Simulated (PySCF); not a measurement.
Ligands exchanged one at a time, Al SiH3-H. Gas-phase values, no solvent. Strings in code marks are SMILES.

Quantity: redistribution energy (mixed species minus the weighted end members), in kcal/mol.

Case: 2 of 3 SiH3 replaced by H: `[AlH2][SiH3]`. The other species in the difference include `[SiH3][Al]([SiH3])[SiH3]` (neutral, multiplicity 1). Geometry of `[SiH3][AlH2]` (neutral, multiplicity 1, Å):

```xyz
7

Al     1.4120     0.0127     0.0498
Si    -1.0477     0.0073    -0.0679
H      2.2313     1.3854     0.0806
H      2.2141    -1.3681     0.1310
H     -1.5818    -1.1508    -0.8573
H     -1.6110    -0.1190     1.3200
H     -1.6171     1.2629    -0.6569
```

**Question.** What redistribution energy (mixed species minus the weighted end members) does B3LYP/3-21G // PBE-D3(BJ)/def2-TZVP (PySCF) give?

**Answer.** 0.78 kcal/mol.
